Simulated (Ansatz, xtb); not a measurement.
# Isomers of C7H4ClN in order of energy

10 gas-phase structures of C7H4ClN, from a drawn sample of its isomers (lower ones may exist). Each was relaxed with GFN2-xTB:

A. `C#Cc1ccc(Cl)nc1`, a singlet
B. `C#Cc1cc(Cl)ccn1`, a singlet
C. `C#Cc1cncc(Cl)c1`, a singlet
D. `C#Cc1cccnc1Cl`, a singlet
E. `C#Cc1ccncc1Cl`, a singlet
F. `C#Cc1ccnc(Cl)c1`, a singlet
G. `C#Cc1ccc(Cl)cn1`, a singlet
H. `C#Cc1cccc(Cl)n1`, a singlet
I. `C#Cc1ncccc1Cl`, a singlet
J. `C#Cc1cnccc1Cl`, a singlet

Q: Which do you expect lowest at r2SCAN-D4/def2-SVP, and how would the others follow?

A: Calculated order at r2SCAN-D4/def2-SVP: A (0.0), F (0.7), D (0.7), H (1.3), J (2.8), C (3.2), B (3.6), E (3.8), G (4.0), I (4.6) kcal/mol. Less than 1 kcal/mol parts A and F; F and D; D and H; J and C; C and B; B and E; E and G; G and I, so the order within those pairs means little.

Energies above the lowest of each column, in kcal/mol; the last columns are at B3LYP-D3(BJ)/def2-SVP geometries and were run for some of them only (a dash: not run or not comparable):

| structure | GFN2-xTB | HF/STO-3G | r2SCAN-D4/def2-SVP | B3LYP-D3(BJ)/def2-SVP | CCSD(T)/def2-SVP + ΔMP2/def2-TZVPP |
| --- | --- | --- | --- | --- | --- |
| A | 0.0 | 0.0 | 0.0 | 0.0 | 0.0 |
| F | 0.1 | 0.2 | 0.7 | 0.6 | 0.3 |
| D | 0.4 | 0.9 | 0.7 | 0.7 | 0.9 |
| H | 0.9 | 0.7 | 1.3 | 1.4 | 1.1 |
| J | 0.7 | 1.8 | 2.8 | 2.4 | 1.7 |
| C | 1.2 | 1.5 | 3.2 | 2.8 | 2.1 |
| B | 1.4 | 1.7 | 3.6 | – | – |
| E | 1.5 | 2.4 | 3.8 | – | – |
| G | 2.1 | 2.0 | 4.0 | – | – |
| I | 2.3 | 3.0 | 4.6 | – | – |

Every level run on A puts it lowest or level with the lowest. Frequencies (GFN2-xTB) were run for A, C, D, F, H, J alone. ΔMP2 is the change of the MP2 energy from the smaller to the larger basis.

Over these structures GFN2-xTB departs from r2SCAN-D4/def2-SVP by 0.9 kcal/mol on average once a common shift is removed. A GFN2-xTB relaxation took about 0.12 s and the r2SCAN-D4/def2-SVP energy about 2.8 s on a shared host (Ansatz 0.2.0, xtb 6.7.1).
